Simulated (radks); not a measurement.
All-electron atom: Tl60+ in [Ar] 3d3.

All-electron calculation, non-relativistic Kohn-Sham, LB94 model potential, spin-polarised, spherical densities, point nucleus; open shells are filled with parallel spins first (spin-orbit coupling, left out, can overturn this in heavy ions); relativity is left out, which matters for an element this heavy. Program: a radial shooting solver on a logarithmic mesh with Libxc functionals.

Energy parts (eV):
| part | energy |
|---|---|
| kinetic | 417913.42 |
| electron-nucleus | -881653.60 |
| Hartree | 51435.11 |
(The LB94 potential has no energy functional, so no total or exchange-correlation energy is given.)

Orbitals (lengths in bohr, moments of r in powers of bohr; <r^-3> diverges for s and p1/2; r(max) is where P^2 peaks):
| orbital | occ. | eigenvalue (eV) | r(max) | <r^-3> | <r^2> | <1/r> |
|---|---|---|---|---|---|---|
| 1s down | 1 | -81501.05 | 0.01240 | - | 0.0004657 | 80.49 |
| 1s up | 1 | -81500.35 | 0.01240 | - | 0.0004657 | 80.49 |
| 2s up | 1 | -17177.11 | 0.06711 | - | 0.007109 | 19.11 |
| 2s down | 1 | -17174.82 | 0.06709 | - | 0.007098 | 19.13 |
| 2p down | 3 | -16731.46 | 0.05201 | 19190 | 0.005225 | 19.14 |
| 2p up | 3 | -16731.36 | 0.05201 | 19180 | 0.005233 | 19.13 |
| 3s up | 1 | -6775.976 | 0.1773 | - | 0.03968 | 7.869 |
| 3s down | 1 | -6755.471 | 0.1775 | - | 0.03979 | 7.851 |
| 3p up | 3 | -6589.558 | 0.1659 | 4797 | 0.03591 | 7.838 |
| 3p down | 3 | -6567.526 | 0.1660 | 4779 | 0.03601 | 7.824 |
| 3d up | 3 | -6281.512 | 0.1281 | 873.2 | 0.02661 | 7.759 |
| 3d down | 0 | -6260.332 | 0.1278 | 875.7 | 0.02663 | 7.763 |

The highest occupied level is 3d up at -6281.5 eV. Spin moment in Bohr magnetons: 3.
